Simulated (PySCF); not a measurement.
Write Cartesian coordinates for `O=C([O-])c1ccccc1Cl` as optimised with GFN2-xTB. (Charge -1.)

```
atom  x, y, z in Å
O1     3.0663    0.8787    0.3198
C2     2.4355   -0.1327    0.0091
O3     2.8443   -1.2539   -0.3126
C4     0.8533   -0.0077    0.0136
C5     0.1324   -1.1441   -0.3378
C6    -1.2478   -1.1587   -0.3703
C7    -1.9512   -0.0097   -0.0447
C8    -1.2645    1.1364    0.3091
C9     0.1242    1.1288    0.3357
Cl10   0.9019    2.6070    0.7902
H11    0.7130   -2.0220   -0.5869
H12   -1.7795   -2.0603   -0.6479
H13   -3.0337   -0.0042   -0.0653
H14   -1.7949    2.0422    0.5658
```

Orientation and origin are arbitrary. Atoms count from 1 in this order. C9 (aromatic C–Cl carbon) is planar (angles 121.7°, 121.6° and 116.7°, sum 360.0°, 0.00 Å off the plane of its three neighbours). Of the pairs four or more bonds apart, O3···H11 is among the closest relative to their van der Waals radii: 2.28 Å, 84 % of the sum of Bondi's values. C8 (aromatic CH carbon) is planar (angles 120.8°, 119.8° and 119.4°, sum 360.0°, 0.00 Å off the plane of its three neighbours). C2 (carboxylate carbon) is planar (angles 129.9°, 116.4° and 113.7°, sum 360.0°, 0.00 Å off the plane of its three neighbours).

Bonds between heavy atoms (Å): O1=C2 1.232, C2–O3 1.236, C2–C4 1.587, C4–C5 1.391, C5–C6 1.381, C6–C7 1.386, C7–C8 1.382, C8–C9 1.389, C9–Cl10 1.731, C4–C9 1.388.

Structure optimised with GFN2-xTB, isolated species.

Point group: Cs (every atom within 0.08 Å of its image). Not checked by GFN2-xTB frequencies.

These are computed values.
